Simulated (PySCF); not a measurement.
Species: C₆H₁₃FOSi₂.
Structure used (GFN2-xTB), in Å, numbered top down from 1:
```
atom  x, y, z in Å
C1    -4.3636    0.4529   -0.4990
O2    -3.3102   -0.1513    0.2024
C3    -2.0341    0.1996   -0.2925
Si4   -0.8007   -0.6825    0.8636
C5     0.9614   -0.2400    0.3517
C6     1.3298    0.4352   -0.7337
C7     2.7803    0.6818   -1.0287
Si8    3.7130   -0.2960    0.3168
C9     2.0786   -0.7121    1.2472
F10    1.9465   -2.0759    1.5022
H11   -4.3462    0.1743   -1.5611
H12   -4.3124    1.5477   -0.4257
H13   -5.2895    0.1020   -0.0470
H14   -1.9390   -0.1182   -1.3405
H15   -1.9144    1.2924   -0.2778
H16   -1.0185   -2.1280    0.7821
H17   -1.0310   -0.1953    2.2303
H18    0.5991    0.8277   -1.4274
H19    2.9847    1.7536   -0.9899
H20    3.0081    0.3694   -2.0490
H21    4.6045    0.5400    1.1228
H22    4.3620   -1.5101   -0.1691
H23    1.9868   -0.2403    2.2325
```

Probes without a nucleus sit at each ring's centroid and 1 Å off its mean plane on both sides; NICS is minus the shielding there, NICSzz its component along the normal. Level: GIAO PBE0/pcSseg-1 (PySCF, non-relativistic, gas phase) on the GFN2-xTB geometry, one conformer.

Ring bond lengths (Å), with Mayer bond orders in brackets: C5–C6 1.330 (1.86), C6–C7 1.501 (1.04), C7–Si8 1.907 (0.91), Si8–C9 1.926 (0.85), C9–C5 1.508 (1.03).

Task: What do the NICS probes read (ppm)?

Result: 
```
           ring                                                      type  NICS(0)  NICS(1), two faces  NICS(1)zz, two faces  rms pucker (Å)  centre to ring atoms, mean (Å)
C5–C6–C7–Si8–C9  5-membered ring with Si; formal bonds 1 double, 4 single     -1.6         -2.7 / -4.1           -0.5 / -3.1            0.05                            1.38
```

Task: What do they say, and how far can they be read as aromaticity?

Result: 
- C5–C6–C7–Si8–C9: mean NICS(1)zz -1.8 ppm, near zero. C7, Si8, C9 have four or more neighbours; no verdict on aromaticity is drawn.

Task: What field does 9.4 T along the ring normal induce along that normal at the first NICS(1) probe listed for ring C5–C6–C7–Si8–C9, 1 Å off the ring?

Result: NICSzz × B0 = -0.5 ppm × 9.4 T = -5 μT, against the applied field.
